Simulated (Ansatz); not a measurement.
`C[O][AlH][NH2]`. Charge 0, multiplicity 1. All single points use the PBE0-D4/def2-TZVP geometry. It is one conformer, not always the lowest.

```xyz
10

C    -0.772    1.539   -0.953
O    -0.345    0.659    0.040
Al    0.433   -0.838    0.045
N     0.771   -1.568    1.611
H    -0.276    2.510   -0.841
H    -0.562    1.170   -1.966
H    -1.852    1.705   -0.875
H     0.841   -1.560   -1.299
H     1.227   -2.456    1.735
H     0.537   -1.162    2.502
```

What is the dipole moment at ωB97M-V/def2-TZVPP? (An estimate is asked.)

Computed: 0.37 D, with components (0.13, -0.25, 0.25) D in this frame, pointing from negative to positive charge.

And with PBE, r2SCAN, B3LYP? (Estimate.)

The calculation gave: PBE 0.49 D, r2SCAN 0.45 D, B3LYP 0.39 D.

Give the Mulliken charges with ωB97M-V, B3LYP, PBE in def2-TZVPP. (Estimate.)

The calculation gave: 
| atom | ωB97M-V | B3LYP | PBE |
| --- | --- | --- | --- |
| C1 | -0.16 | -0.10 | -0.12 |
| O2 | -0.38 | -0.39 | -0.32 |
| Al3 | 0.52 | 0.55 | 0.45 |
| N4 | -0.39 | -0.43 | -0.41 |
| H5 | 0.11 | 0.09 | 0.09 |
| H6 | 0.10 | 0.08 | 0.08 |
| H7 | 0.11 | 0.09 | 0.09 |
| H8 | -0.12 | -0.15 | -0.13 |
| H9 | 0.10 | 0.13 | 0.14 |
| H10 | 0.11 | 0.14 | 0.15 |

B3LYP here is the variant with VWN-RPA as its local correlation; programs differ in this.
